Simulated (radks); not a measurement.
Polarisability of the indium ion In3+, [Kr] 4d10, at imaginary frequency. All-electron calculation, non-relativistic Kohn-Sham, LB94 model potential, spin-polarised, spherical densities, point nucleus; relativity is left out, which matters for an element this heavy. Program: a radial shooting solver on a logarithmic mesh with Libxc functionals. Response by self-consistent Sternheimer equations with the Hartree and adiabatic LDA kernel.

w (hartree),alpha1(iw) (bohr^3),alpha2(iw) (bohr^5)
0.00266,3.312,8.655
0.0143,3.312,8.653
0.0360,3.310,8.641
0.0697,3.305,8.606
0.118,3.290,8.517
0.186,3.259,8.329
0.280,3.195,7.974
0.413,3.073,7.385
0.605,2.858,6.539
0.892,2.511,5.493
1.35,2.013,4.324
2.12,1.391,3.065
3.59,0.7567,1.786
6.94,0.2881,0.7176
17.5,0.06655,0.1441

Static values: alpha1 = 3.312 bohr^3 (0.4908 angstrom^3; uncoupled 4.957), alpha2 = 8.655 bohr^5, alpha3 = 31.62 bohr^7. C6 = 14.56, C8 = 169.3, triple-dipole C9 = 34.18 atomic units. One-pole (London) frequency 4 C6 / (3 alpha1^2) = 1.770 hartree, against 2.114 for minus the highest occupied eigenvalue.
